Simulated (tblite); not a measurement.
Species: C₃H₆O₂S₂Si (charge +1 and doublet state).
Numbering: `[O+:1]=[CH:2][O:3][SiH:4]1[S:5][CH2:6][CH2:7][S:8]1` (hydrogens: H9 on C2; H10 on Si4; H11, H12 on C6; H13, H14 on C7)

Structure optimised with GFN2-xTB, isolated species. This method treats the open shell by occupation alone, without spin polarisation.

Question: Give the optimised bond lengths and angles.

Answer: 
```
          bond  length (Å)   order
         O1=C2       1.178  double
         C2–O3       1.362  single
        O3–Si4       1.619  single
Si4–S5, Si4–S8       2.190  single
  S5–C6, C7–S8       1.811  single
         C6–C7       1.516  single
         C2–H9       1.095  single
       Si4–H10       1.444  single
C6–H11, C7–H14       1.093  single
C6–H12, C7–H13       1.092  single
```

Bonds in one row agree within 0.01 Å and their mean is given. Orders are formal, as drawn. A selection of angles:
```
    angle  degrees
 O1–C2–O3    122.4
C2–O3–Si4    128.4
O3–Si4–S5    109.3
O3–Si4–S8    104.4
S5–Si4–S8     98.1
Si4–S5–C6     97.6
 S5–C6–C7    114.4
 C6–C7–S8    115.1
Si4–S8–C7     98.7
```

Dihedral angles: O1–C2–O3–Si4 -2° (synperiplanar); C2–O3–Si4–S5 96° (anticlinal); O3–Si4–S5–C6 124° (anticlinal); Si4–S5–C6–C7 -37° (synclinal); S5–C6–C7–S8 47° (synclinal); C6–C7–S8–Si4 -29° (synperiplanar); O3–Si4–S8–C7 -108° (anticlinal). The mirror-image conformer, all signs reversed, is as good.

C2 (carbon bonded to 2 O and H) is planar (angles 127.9°, 122.4° and 109.7°, sum 360.0°, 0.00 Å off the plane of its three neighbours). The C–O distances run from 1.178 Å (O1=C2, drawn double) to 1.362 Å (C2–O3, drawn single), a spread of 0.184 Å. Si4 (silicon bonded to O, 2 S and H) is distorted tetrahedral (angles from 98.1° to 118.6°). The 5-membered ring Si4–S5–C6–C7–S8 has internal angles of 97.6° to 115.1° (sum 524°, against 540° for a flat polygon); it is puckered, 0.18 Å rms from its mean plane, widest ring torsion 47°. S5 (sulfur bonded to C and Si) is bent (angle 97.6°).

Point group: C1 (no symmetry element, even within 0.4 Å). Its lowest GFN2-xTB frequency is 12 cm⁻¹, too small to tell a flat minimum from a shallow saddle.

All values are computed, not measured.
